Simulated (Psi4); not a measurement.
C5H8O2, triplet, geometry from GFN2-xTB (a higher spin typed on purpose: for a closed-shell molecule this is an excited state); CAM-B3LYP/cc-pVDZ (Psi4).

Psi4 was given this input:
```
memory 2 GB

molecule mol {
0 3
  C     2.619462   -0.120802    0.075198
  C     1.131456   -0.372944    0.286099
  O     0.751149   -1.553520    0.561353
  C     0.273511    0.691175   -0.046121
  C    -1.102743    0.514812   -0.280085
  C    -1.741119   -0.819384   -0.314665
  O    -1.957461    1.588379   -0.199569
  H     2.866501   -0.152568   -0.986337
  H     2.885758    0.855346    0.473503
  H     3.179434   -0.898367    0.586966
  H     0.717317    1.664803   -0.202276
  H    -2.717438   -0.797557    0.164056
  H    -1.852531   -1.195541   -1.334640
  H    -1.058581   -1.518076    0.200108
  H    -1.453357    2.405945   -0.118215
}

set basis cc-pvdz
set reference uks
set scf_type pk
set puream true
set d_convergence 1e-8
set dft_radial_points 99
set dft_spherical_points 590

energy('cam-b3lyp')
print_variables()
```

Task: Write the output that Psi4 gives for this input, abridged.

Result: 
```
   => Loading Basis Set <=

    Name: CC-PVDZ
    Role: ORBITAL
    Keyword: BASIS

         ---------------------------------------------------------
                                   SCF
               by Justin Turney, Rob Parrish, Andy Simmonett
                          and Daniel G. A. Smith
                              UKS Reference
         ---------------------------------------------------------

  ==> Geometry <==

    Molecular point group: c1
    Full point group: C1

    Geometry (in Angstrom), charge = 0, multiplicity = 3:

       Center              X                  Y                   Z               Mass
    ------------   -----------------  -----------------  -----------------  -----------------
         C            2.644857313174    -0.117190732600     0.063149722675    12.000000000000
         C            1.156851313174    -0.369332732600     0.274050722675    12.000000000000
         O            0.776544313174    -1.549908732600     0.549304722675    15.994914619570
         C            0.298906313174     0.694786267400    -0.058169277325    12.000000000000
         C           -1.077347686826     0.518423267400    -0.292133277325    12.000000000000
         C           -1.715723686826    -0.815772732600    -0.326713277325    12.000000000000
         O           -1.932065686826     1.591990267400    -0.211617277325    15.994914619570
         H            2.891896313174    -0.148956732600    -0.998385277325     1.007825032230
         H            2.911153313174     0.858957267400     0.461454722675     1.007825032230
         H            3.204829313174    -0.894755732600     0.574917722675     1.007825032230
         H            0.742712313174     1.668414267400    -0.214324277325     1.007825032230
         H           -2.692042686826    -0.793945732600     0.152007722675     1.007825032230
         H           -1.827135686826    -1.191929732600    -1.346688277325     1.007825032230
         H           -1.033185686826    -1.514464732600     0.188059722675     1.007825032230
         H           -1.427961686826     2.409556267400    -0.130263277325     1.007825032230

  Running in c1 symmetry.

  Rotational constants: A =      0.17261  B =      0.05706  C =      0.04447 [cm^-1]
  Rotational constants: A =   5174.61051  B =   1710.68401  C =   1333.27454 [MHz]
  Nuclear repulsion =  294.297980943310051

  Charge       = 0
  Multiplicity = 3
  Electrons    = 54
  Nalpha       = 28
  Nbeta        = 26

  ==> Algorithm <==

  SCF Algorithm Type is PK.
  DIIS enabled.
  MOM disabled.
  Fractional occupation disabled.
  Guess Type is SAD.
  Energy threshold   = 1.00e-06
  Density threshold  = 1.00e-08
  Integral threshold = 1.00e-12

  ==> Primary Basis <==

  Basis Set: CC-PVDZ
    Blend: CC-PVDZ
    Number of shells: 66
    Number of basis functions: 138
    Number of Cartesian functions: 145
    Spherical Harmonics?: true
    Max angular momentum: 2

  ==> DFT Potential <==

   => LibXC <=

    Version 7.1.2
    S. Lehtola, C. Steigemann, M. J. T. Oliveira, and M. A. L. Marques,  SoftwareX 7, 1–5 (2018) (10.1016/j.softx.2017.11.002)

   => Composite Functional: CAM-B3LYP <=

    CAM-B3LYP Hyb-GGA Exchange-Correlation Functional

    T. Yanai, D. P. Tew, and N. C. Handy,  Chem. Phys. Lett. 393, 51 (2004) (10.1016/j.cplett.2004.06.011)

    Deriv               =              1
    GGA                 =           TRUE
    Meta                =          FALSE

    Exchange Hybrid     =           TRUE
    MP2 Hybrid          =          FALSE

   => Exchange Functionals <=

    0.3500         Becke 88 [omega = 0.3300]
    0.4600   Short-range recipe for B88 functional - erf [omega = 0.3300]

   => Exact (HF) Exchange <=

    0.4600            HF,LR [omega = 0.3300]
    0.1900               HF

   => Correlation Functionals <=

    0.1900   Vosko, Wilk & Nusair (VWN5)
    0.8100   Lee, Yang & Parr

   => LibXC Density Thresholds  <==

    XC_HYB_GGA_XC_CAM_B3LYP:  1.00E-14

   => Molecular Quadrature <=

    Radial Scheme          =       TREUTLER
    Pruning Scheme         =           NONE
    Nuclear Scheme         =       TREUTLER

    Blocking Scheme        =         OCTREE
    BS radius alpha        =              1
    Pruning alpha          =              1
    Radial Points          =             99
    Spherical Points       =            590
    Total Points           =         814759
    Total Blocks           =           5650
    Max Points             =            256
    Max Functions          =            138
    Weights Tolerance      =       1.00E-15

  ==> Integral Setup <==

  Using in-core PK algorithm.
   Calculation information:
      Number of atoms:                  15
      Number of AO shells:              66
      Number of primitives:            194
      Number of atomic orbitals:       145
      Number of basis functions:       138

      Integral cutoff                 1.00e-12
      Number of threads:                 1

  Performing in-core PK
  Using 137995308 doubles for integral storage.
  We computed 2120696 shell quartets total.
  Whereas there are 2445366 unique shell quartets.

  Computing range-separated integrals for PK
  We computed 2120696 wK shell quartets total.
  Whereas there are 2445366 wK unique shell quartets.

  ==> DiskJK: Disk-Based J/K Matrices <==

    J tasked:                  Yes
    K tasked:                  Yes
    wK tasked:                 Yes
    Omega:               3.300E-01
    Schwarz Cutoff:          1E-12

  Minimum eigenvalue in the overlap matrix is 1.4649624517E-03.
  Reciprocal condition number of the overlap matrix is 2.6679897165E-04.
    Using symmetric orthogonalization.

  ==> Pre-Iterations <==

  SCF Guess: Superposition of Atomic Densities via on-the-fly atomic UHF (no occupation information).

   -------------------------
    Irrep   Nso     Nmo
   -------------------------
     A        138     138
   -------------------------
    Total     138     138
   -------------------------

  ==> Iterations <==

                        Total Energy        Delta E     RMS |[F,P]|

   @UKS iter SAD:  -344.72844591153967   -3.44728e+02   0.00000e+00
   @UKS iter   1:  -345.18359810508548   -4.55152e-01   5.80711e-03 ADIIS/DIIS
   @UKS iter   2:  -345.21628633290914   -3.26882e-02   5.89498e-03 ADIIS/DIIS
   @UKS iter   3:  -345.47884986115611   -2.62564e-01   1.89357e-03 ADIIS/DIIS
   @UKS iter   4:  -345.50908401927006   -3.02342e-02   3.40434e-04 ADIIS/DIIS
   @UKS iter   5:  -345.51067155353309   -1.58753e-03   1.38025e-04 ADIIS/DIIS
   @UKS iter   6:  -345.51105835078647   -3.86797e-04   7.64079e-05 DIIS
   @UKS iter   7:  -345.51130066823100   -2.42317e-04   3.66009e-05 DIIS
   @UKS iter   8:  -345.51138643952851   -8.57713e-05   1.92756e-05 DIIS
   @UKS iter   9:  -345.51141823435262   -3.17948e-05   1.34434e-05 DIIS
   @UKS iter  10:  -345.51143948481786   -2.12505e-05   1.22512e-05 DIIS
   @UKS iter  11:  -345.51146224125608   -2.27564e-05   1.10560e-05 DIIS
   @UKS iter  12:  -345.51150779187935   -4.55506e-05   7.73055e-06 DIIS
   @UKS iter  13:  -345.51154718899932   -3.93971e-05   4.82546e-06 DIIS
   @UKS iter  14:  -345.51155060799124   -3.41899e-06   2.69223e-06 DIIS
   @UKS iter  15:  -345.51155403988702   -3.43190e-06   1.02236e-06 DIIS
   @UKS iter  16:  -345.51155426401868   -2.24132e-07   1.02870e-06 DIIS
   @UKS iter  17:  -345.51155429496339   -3.09447e-08   4.00637e-07 DIIS
   @UKS iter  18:  -345.51155430621492   -1.12515e-08   3.04528e-07 DIIS
   @UKS iter  19:  -345.51155431094651   -4.73159e-09   1.00117e-07 DIIS
   @UKS iter  20:  -345.51155431154012   -5.93616e-10   4.61418e-08 DIIS
   @UKS iter  21:  -345.51155431164051   -1.00385e-10   2.18189e-08 DIIS
   @UKS iter  22:  -345.51155431165148   -1.09708e-11   9.63131e-09 DIIS
  Energy and wave function converged.

  ==> Post-Iterations <==

   Electrons on quadrature grid:
      Nalpha   =   27.9999995523 ; deviation = -4.477e-07
      Nbeta    =   25.9999991905 ; deviation = -8.095e-07
      Ntotal   =   53.9999987428 ; deviation = -1.257e-06

   @Spin Contamination Metric:   1.674942481E-02
   @S^2 Expected:                2.000000000E+00
   @S^2 Observed:                2.016749425E+00
   @S   Expected:                1.000000000E+00
   @S   Observed:                1.000000000E+00

    Orbital Energies [Eh]
    ---------------------

    Alpha Occupied:

[...]
      28A     -0.184598

    Alpha Virtual:

[...]
    Beta Occupied:

[...]
    Beta Virtual:

[...]
     138A      3.783401

    Final Occupation by Irrep:
              A
    DOCC [    26 ]
    SOCC [     2 ]
    NA   [    28 ]
    NB   [    26 ]

  @UKS Final Energy:  -345.51155431165148

   => Energetics <=

    Nuclear Repulsion Energy =            294.2979809433100513
    One-Electron Energy =               -1052.6236826927524817
    Two-Electron Energy =                 447.1446510910403731
    DFT Exchange-Correlation Energy =     -34.3305036532493659
    Empirical Dispersion Energy =           0.0000000000000000
    VV10 Nonlocal Energy =                  0.0000000000000000
    Total Energy =                       -345.5115543116514800

  UHF NO Occupations:
  HONO-2 :   26  A 1.9937072
  HONO-1 :   27  A 1.0000000
  HONO-0 :   28  A 1.0000000
  LUNO+0 :   29  A 0.0062928
  LUNO+1 :   30  A 0.0007205
  LUNO+2 :   31  A 0.0004330
  LUNO+3 :   32  A 0.0003460

Computation Completed

Properties will be evaluated at   0.000000,   0.000000,   0.000000 [a0]

Properties computed using the SCF density matrix

 Multipole Moments:

 ------------------------------------------------------------------------------------
     Multipole            Electronic (a.u.)      Nuclear  (a.u.)        Total (a.u.)
 ------------------------------------------------------------------------------------

 L = 1.  Multiply by 2.5417464519 to convert [e a0] to [Debye]
 Dipole X            :         -2.2751529            2.5914871            0.3163342
 Dipole Y            :          1.0165334            0.3685107            1.3850440
 Dipole Z            :          0.9444712           -1.2294822           -0.2850110
 Magnitude           :                                                    1.4490154

 ------------------------------------------------------------------------------------

  Variable Map:
  ----------------------------------------------------------------------------
[...]
  Array Variable Map:
  ----------------------------------------------------------------------------
[...]
[...]
```
